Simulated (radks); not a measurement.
Valence configurations of C II (all share [He]). All-electron calculation, scalar-relativistic Kohn-Sham, PBEsol, spin-polarised, spherical densities, finite nucleus; open shells are filled with parallel spins first; Fermi nuclear charge, rms radius 2.4702 fm. Program: a radial shooting solver on a logarithmic mesh with Libxc functionals. Order these by energy: 2s2 2p1; 2p3; 2s1 2p2; 2s1.5 2p1.5.

Answer. From the lowest, in eV above it: 2s2 2p1 0.000; 2s1.5 2p1.5 2.949; 2s1 2p2 4.709; 2p3 13.480. NIST lists [He] 2s2 2p1 as the ground configuration; this level of theory agrees among the configurations tried. The energies are those of spherical high-spin densities, not of single terms.
